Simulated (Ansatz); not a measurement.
`COC(S)=[Se]` + H₂ → `SC=[Se]` + CH₃OH at 298.15 K and 1 bar (hydrogenolysis of a C–O bond).

Computed with Ansatz on PBE0-D4/def2-TZVP structures; ΔE is electronic, products minus reactants. CCSD(T)/CBS adds triple-zeta CCSD(T) − MP2 to the extrapolated MP2 energy (def2 sets, frozen cores). This one scheme is used for every species. For Se outer-core shells are correlated without core-valence functions, which leaves a few kJ/mol of doubt a bond. Scalar relativity is left out up to krypton. Each species was taken in one conformer, which may not be the lowest.

```tsv
species	CCSD(T)/CBS energy (Eh)	H − E (kJ/mol)	S (J/(mol·K))
`COC(S)=[Se]`	-2952.13607	173.8	340.4
H₂	-1.17544	35.1	130.4
`SC=[Se]`	-2837.70434	79.7	286.5
CH₃OH	-115.61712	146.3	238.2
```

H − E and S are ideal-gas, rigid-rotor, harmonic terms from PBE0-D4/def2-TZVP, for one conformer and one mirror image of each species. For small species the MP2-based limit differs from directly extrapolated CCSD(T) by up to some mEh (0.8 for H₂); such offsets cancel only in part. 1 Eh = 2625.50 kJ/mol, R = 8.31446 J/(mol·K).

Question: By hand: ΔE, ΔH, ΔS and ΔG.

Answer: ΔE = (-2837.70434) + (-115.61712) − (-2952.13607) − (-1.17544) = -0.00995 Eh = -26.1 kJ/mol. Δ(H − E) = 79.7 + 146.3 − 173.8 − 35.1 = 17.1, so ΔH = -9.0 kJ/mol. ΔS = 286.5 + 238.2 − 340.4 − 130.4 = 53.9 J/(mol·K). ΔG = -9.0 − 298.15 × (53.9)/1000 = -25.1 kJ/mol.

Question: By hand: the equilibrium constant, and the temperature at which ΔG would vanish if ΔH and ΔS stayed fixed.

Answer: log₁₀ K = −ΔG/(RT ln 10) = 4.4. ΔH and −TΔS have one sign here, so there is no such temperature.

TΔS isn't small against ΔH here. A doubt of 5 kJ/mol in ΔE shifts log₁₀ K by 0.9 here. Other conformers and mirror images would add mixing entropy, several J/(mol·K) or more a flexible species. These are equilibria of isolated gas molecules and say nothing of rates. Largest T1 diagnostic: 0.017 (customary marks: 0.02 for closed shells, 0.045 for open ones).
